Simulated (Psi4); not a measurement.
Relaxed torsion scan: C12H10O, SMILES c1ccccc1C=Cc1occc1. Scanned: dihedral C1–C2–C3–O7; all other coordinates were relaxed at GFN2-xTB. Points at φ and −φ are mirror images.

Geometry of the scan point at -135° (Å):
```
23

C     -0.0349     0.3905    -0.0815
C     -0.9794    -0.5062    -0.3939
C     -2.3940    -0.2339    -0.2820
C     -3.1302     0.8875    -0.5722
C     -4.4579     0.6040    -0.1821
C     -4.4342    -0.6550     0.3348
O     -3.1957    -1.1684     0.2824
C      1.4007     0.1797    -0.1179
C      2.2392     1.1588     0.4223
C      3.6111     1.0006     0.4236
C      4.1795    -0.1390    -0.1213
C      3.3628    -1.1159    -0.6682
C      1.9906    -0.9611    -0.6675
H     -0.3488     1.3830     0.2176
H     -0.7252    -1.5333    -0.6167
H     -2.7694     1.7846    -1.0322
H     -5.3089     1.2478    -0.2713
H     -5.2024    -1.2711     0.7587
H      1.8014     2.0504     0.8491
H      4.2411     1.7683     0.8491
H      5.2522    -0.2642    -0.1232
H      3.8013    -2.0040    -1.0999
H      1.3718    -1.7279    -1.1075
```

Calculation: PBE-D3(BJ)/def2-SVP // GFN2-xTB (Psi4).

Scanned values (°): -165, -150, -135, -120, -105, -90, -75, -60, -45, -30, -15, 0, 15, 30, 45, 60, 75, 90, 105, 120, 135, 150, 165, 180.

### Question
At which scan points does the profile have its minima and maxima, and how high do they lie?

### Answer
Lower than their neighbours: 0° (0.0 kcal/mol), 180° (1.1 kcal/mol). Higher than their neighbours: -90° (9.8 kcal/mol), 90° (9.8 kcal/mol). The whole profile spans 9.8 kcal/mol.
